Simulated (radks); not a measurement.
Values are calculated unless marked as measured or tabulated.
Species: Cr. Configuration: [Ar] 3d5.25 4s0.75 (fractional occupations, a model configuration).

Code: a radial shooting solver on a logarithmic mesh with Libxc functionals. Model: Dirac Kohn-Sham, HCTH/407, spin-unpolarised, spherical densities, finite nucleus; open shells fill j = l - 1/2 first; Fermi nuclear charge, rms radius 3.6452 fm.

Energy parts (eV):
part                      energy
total                 -28602.734
kinetic                28931.052
electron-nucleus      -68329.030
Hartree                12138.315
exchange-correlation   -1343.071

Orbitals (lengths in bohr, moments of r in powers of bohr; r(90%) holds 90 % of the orbital's charge):
orbital  occ.  eigenvalue (eV)  r(90%)   <1/r>
1s1/2       2        -5875.761   0.114   23.86
2s1/2       2        -667.5322   0.454   5.072
2p1/2       2        -567.6306   0.423   5.013
2p3/2       4        -558.9663   0.427   4.937
3s1/2       2         -73.6378    1.35   1.567
3p1/2       2         -45.8068    1.48   1.436
3p3/2       4         -44.7944    1.50   1.419
3d3/2       4          -2.5486    2.89  0.9596
3d5/2    1.25          -2.4721    2.92  0.9534
4s1/2    0.75          -3.7645    5.68  0.3623

The highest occupied level is 3d5/2 at -2.472 eV. The electron density at the nucleus is 1.14e+04 e/bohr^3.

Empty levels of this run are not shown, since the potential may be unsettled where no density lies.
